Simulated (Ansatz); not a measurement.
trimethyl amine (C3H9N), singlet, geometry from GFN2-xTB. Base run: Ansatz (an electronic-structure program) with HF/3-21G.

Here is a job for Ansatz.
Ansatz 0.2 input:
```yaml
crystal:
  periodic: [false, false, false]
  atoms:
    - {symbol: N, position_ang: [-0.00261790, 0.00013854, 0.37401739]}
    - {symbol: C, position_ang: [-0.00152192, 1.37970834, -0.06300031]}
    - {symbol: C, position_ang: [1.19627023, -0.68818901, -0.05385049]}
    - {symbol: C, position_ang: [-1.19343643, -0.69158875, -0.07057579]}
    - {symbol: H, position_ang: [0.00601956, 1.47958855, -1.16082857]}
    - {symbol: H, position_ang: [0.87937092, 1.88014242, 0.33668072]}
    - {symbol: H, position_ang: [-0.88934309, 1.87762614, 0.32430169]}
    - {symbol: H, position_ang: [1.29087415, -0.73861551, -1.15101370]}
    - {symbol: H, position_ang: [1.18494027, -1.70346684, 0.34014693]}
    - {symbol: H, position_ang: [2.06712214, -0.17042002, 0.34575384]}
    - {symbol: H, position_ang: [-1.27253017, -0.74226236, -1.16895468]}
    - {symbol: H, position_ang: [-2.07126594, -0.17630754, 0.31678972]}
    - {symbol: H, position_ang: [-1.18473380, -1.70683808, 0.32356185]}
basis:
  gaussian:
    orbitals: 3-21G.json
hamiltonian:
  xc: hf
```
The basis file holds 3-21G in the JSON format of the Basis Set Exchange.

The base run was repeated with changes; each row names its change, and settings that it needs were set with it.

```csv
change,ΔE vs base (µEh)
base,0.0
lower_state_search = full,0.0
"point_charge = charge:-1.0 position_ang:-0.3193, 4.3005, 2.6612",-674
"point_charge = charge:1.0 position_ang:-4.1687, -2.5134, -1.6889",-814
accuracy = high,-13.1
fitting.mean_field = def2-universal-JKFIT,88.6
lower_state_search = off,0.0
nuclear_model = gaussian,13.2
fitting.mean_field = cc-pVTZ-JKFIT,69.8
forces = on,0.0
"point_charge = charge:0.5 position_ang:4.2969, -0.5065, -2.841",303
```
